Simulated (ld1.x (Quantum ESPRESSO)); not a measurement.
## u(r) = r·R(r): atom against pseudo-atom (Cl (Z = 17))

Columns: radius, all-electron u(r) and pseudo u(r) of the 3s shell (level -38.16 eV) of chlorine in the configuration [Ne] 3s2 3p3.5; PBE, non-relativistic, TM scheme, ld1.x (Quantum ESPRESSO) 7.5.

| r (bohr) | all-electron | pseudo |
| --- | --- | --- |
| 0.055 | 0.2407 | 0.0364 |
| 0.110 | 0.0527 | 0.0725 |
| 0.165 | -0.1898 | 0.1079 |
| 0.220 | -0.3648 | 0.1425 |
| 0.275 | -0.4473 | 0.1760 |
| 0.330 | -0.4473 | 0.2086 |
| 0.385 | -0.3852 | 0.2406 |
| 0.440 | -0.2816 | 0.2728 |
| 0.495 | -0.1537 | 0.3063 |
| 0.550 | -0.0149 | 0.3428 |
| 0.605 | 0.1249 | 0.3840 |
| 0.660 | 0.2591 | 0.4313 |
| 0.715 | 0.3832 | 0.4858 |
| 0.770 | 0.4947 | 0.5474 |
| 0.825 | 0.5924 | 0.6143 |
| 0.880 | 0.6759 | 0.6824 |
| 0.935 | 0.7456 | 0.7467 |
| 0.990 | 0.8020 | 0.8020 |
| 1.045 | 0.8457 | 0.8457 |
| 1.100 | 0.8777 | 0.8777 |
| 1.155 | 0.8991 | 0.8991 |
| 1.210 | 0.9110 | 0.9110 |
| 1.265 | 0.9146 | 0.9146 |
| 1.320 | 0.9110 | 0.9110 |
| 1.375 | 0.9012 | 0.9012 |
| 1.430 | 0.8862 | 0.8862 |

**Question.** How many radial nodes do the two functions have?

**Answer.** The all-electron 3s function has n − l − 1 = 2; the pseudo-wave has 0, since the states of the same l below it are removed with the core.

**Question.** At about which radius was the pseudo-wave matched?

**Answer.** 1.05 bohr. The columns agree to 0.0005 from 0.99 bohr on; several derivatives are matched, so the curves merge somewhat inside the radius.

**Question.** Is the pseudo-wave norm-conserving?

**Answer.** Yes: the TM scheme keeps the norm inside the radius equal to the all-electron one, which fixes the energy derivative of the logarithmic derivative at the level.
